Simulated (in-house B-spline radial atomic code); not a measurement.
Configurations of neutral xenon, with energies counted from [Kr] 4d10 5s2 5p6. All numbers are computed (scalar-relativistic (X2C) RPBE, spin-polarised, spherical fractional occupations; Fermi nucleus of rms radius 4.7859 fm) with an all-electron radial atomic-structure program (B-spline basis), not measured. Shells without spins written out take the highest spin.

Occupations are held fixed; configurations that lie above the ionisation limit could autoionise.

| configuration | E - E(ref) (eV) | highest orbital | its <r> (bohr) |
| --- | --- | --- | --- |
| [Kr] 4d10 5s(1 up, 0 down) 5p6 5d(0 up, 1 down) | 22.108 | 5d down | 6.76 |
| [Kr] 4d10 5s1 5p6 6f1 | 23.844 | 6f up | 40.69 |
| [Kr] 4d9 5s2 5p6 6p1 | 64.771 | 6p up | 7.744 |
| [Kr] 4d9 5s2 5p6 5d1 | 65.079 | 5d up | 6.623 |
| [Kr] 4d(5 up, 4 down) 5s2 5p6 6d(0 up, 1 down) | 65.974 | 6d down | 13.25 |
| [Kr] 4d9 4f1 5s2 5p6 | 66.392 | 4f up | 16.46 |
| [Kr] 4d9 5s2 5p6 6f1 | 66.864 | 6f up | 40.65 |

Q: Order these further configurations by energy, lowest first.
A. [Ar] 3d10 4s2 4p5 4d10 5s2 5p6 6d1
B. [Kr] 4d10 5s2 5p5 5d1
C. [Kr] 4d10 4f(1 up, 0 down) 5s(1 up, 0 down) 5p6
D. [Kr] 4d10 5s2 5p(3 up, 2 down) 5f(1 up, 0 down)
E. [Ar] 3d10 4s2 4p5 4d10 5s2 5p6 5f1

A: B (10.039 eV), D (11.62 eV), C (23.372 eV), A (148.75 eV), E (149.46 eV).

Q: How far above the reference does [Kr] 4d10 5s1 5p6 5f1 lie?

A: 23.661 eV; its least bound orbital is 5f up with <r> = 27.36 bohr.

Q: How far above the reference does [Ar] 3d9 4s2 4p6 4d10 5s2 5p6 5d1 lie?

A: 673.85 eV; its least bound orbital is 5d up with <r> = 6.618 bohr.
